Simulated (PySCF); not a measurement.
**How methods differ on the excitation energy of Tl²⁺**

Tl²⁺ [Xe] 4f14 5d10 6s1 (2S) → Tl²⁺ [Xe] 4f14 5d9 6s1 6p1 (high-spin determinant), as a difference of total energies. Calculation: PySCF 2.14, in aug-cc-pVTZ-DK3 (9s8p6d3f, 84 functions); scalar relativity by spin-free X2C-1e. The calculations carry no spin-orbit coupling.

```
method  excitation energy (cm⁻¹)
   UHF                    129820
   LDA                    139570
   PBE                    137560
  PBE0                    137320
r2SCAN                    136860
 B3LYP                    137740
  MN15                    134530
```

A first-order spin-orbit estimate (lowest level to lowest level, LS coupling) adds -0.269 eV.

The determinant of the upper state mixes LS terms, which raises its energy above the lowest term, most at the Hartree-Fock and MP2 levels.
